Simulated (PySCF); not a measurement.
Delta-SCF ions had no search for a lower state. Excitations are Tamm–Dancoff values on a coarser integration grid. The basis has no diffuse functions, so Rydberg states are missing or too high.

Cartesian coordinates (Å):
SMILES: O=C([SiH3])[SiH3]
```xyz
10

O      0.1738    -1.8161    -0.8704
C      0.0692    -0.7230    -0.3465
Si    -1.6638     0.1607    -0.2968
Si     1.6363     0.1261     0.4343
H     -2.6764    -0.6913    -0.9533
H     -1.5389     1.4683    -0.9849
H     -2.0165     0.4133     1.1212
H      1.3622     0.3778     1.8697
H      1.8398     1.4329    -0.2363
H      2.8143    -0.7488     0.2631
```
Charge 0, multiplicity 1.

Question: Estimate the S1 excitation (TDA), HOMO–LUMO gap, brightest of the four lowest singlets (TDA), HOMO and vertical ionisation energy (Delta-SCF) that TPSSh-D3(BJ)/def2-TZVP // B3LYP-D3(BJ)/def2-TZVP run with PySCF returns for this input.

Answer: 
The S1 excitation (TDA) is 2.62 eV. The HOMO–LUMO gap comes out as 3.36 eV, the brightest of the four lowest singlets (TDA) is 5.25 eV and the HOMO comes out as -5.81 eV. The vertical ionisation energy (Delta-SCF) comes out as 8.44 eV.
